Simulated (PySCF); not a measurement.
**Computed vibrations of Ce2O4**

Ce2O4 (singlet). PySCF 2.14.0, RKS B3LYP, Ce lcecp-2-SVP with ECP46, O def2-SVP; non-relativistic Hamiltonian with scalar-relativistic core potentials where named; density fitting; no spin-orbit coupling. Central differences of gradients.

```xyz
6

Ce    0.0000   -0.1517    1.6639
Ce    0.0000   -0.1517   -1.6639
O     1.3412   -0.2526    0.0000
O    -1.3412   -0.2526    0.0000
O     0.0000    1.5797    2.3767
O     0.0000    1.5797   -2.3767
```

Run from Python with OMP_NUM_THREADS=2. Where DIIS fails, smearing, a level shift and second-order steps follow.
It took 3.6 min on 2 threads of AMD EPYC 7R43 64-Core Processor (Zen 3), on a shared host.

(1) What are the harmonic wavenumbers and infrared intensities?

(2) Is this a minimum?

## Answers

(1) Modes are labelled in C2v; negative numbers are unstable modes, those under 60 cm⁻¹ near the noise; a finer grid moves soft modes by up to 10 cm⁻¹.
| cm⁻¹ | km/mol | symmetry |
| --- | --- | --- |
| 89 | 2.8 | a1 |
| 128 | 0.0 | a2 |
| 138 | 45.0 | b1 |
| 214 | 5.5 | b2 |
| 230 | 7.0 | a1 |
| 296 | 21.4 | a1 |
| 364 | 0.0 | a2 |
| 519 | 198.2 | b2 |
| 604 | 14.8 | a1 |
| 617 | 616.8 | b1 |
| 842 | 90.3 | b1 |
| 856 | 209.2 | a1 |

(2) Yes. Ideal gas at 298.15 K and 1 bar: S = 377.1 J/(mol K), Cp = 104.4 J/(mol K), H − H(0 K) = 21.9 kJ/mol (rigid rotor, harmonic modes, spin degeneracy alone).
